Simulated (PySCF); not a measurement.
B(H)3 cation (BH3), SMILES B (connectivity only; charge and spin as stated), charge +1, multiplicity 2. Atoms are numbered in the order given.

```xyz
4

B      0.0000     0.0000    -0.1173
H      0.0000    -0.7164     0.9381
H      0.0000     0.0000    -1.2899
H      0.0000     0.7164     0.9381
```
Charge +1, spin multiplicity 2.

Geometry: r2SCAN-D4/def2-TZVPD. The multiplicity is an assumed one; other spin states were not compared. The isomer is the one that the SMILES or the coordinates give; other isomers of the formula were not compared.

Calculation: PBE/pcH-1 run with PySCF.

Unrestricted Kohn–Sham, ⟨S²⟩ = 0.752. Hyperfine tensors hold the contact and dipolar terms, without spin-orbit corrections.

Computed hyperfine couplings:
```json
[
 {"nucleus": "11B no. 1", "A(iso) (MHz)": "-12.4", "A(iso) (G)": "-4.4", "dipolar principal values (MHz)": "-41.4, -36.9, 78.3"},
 {"nucleus": "1H no. 2", "A(iso) (MHz)": "600.7", "A(iso) (G)": "214.3", "dipolar principal values (MHz)": "-19.9, -19.5, 39.3"},
 {"nucleus": "1H no. 3", "A(iso) (MHz)": "-55.7", "A(iso) (G)": "-19.9", "dipolar principal values (MHz)": "-16.2, -3.1, 19.2"},
 {"nucleus": "1H no. 4", "A(iso) (MHz)": "600.7", "A(iso) (G)": "214.3", "dipolar principal values (MHz)": "-19.9, -19.5, 39.3"}
]
```

Q: And the g tensor (effective nuclear charges for spin-orbit coupling, GIAO)? (An estimate is asked for; the answer gives what the named calculation found.)

A: principal values 2.0017, 2.0023, 2.0027; isotropic 2.0022.
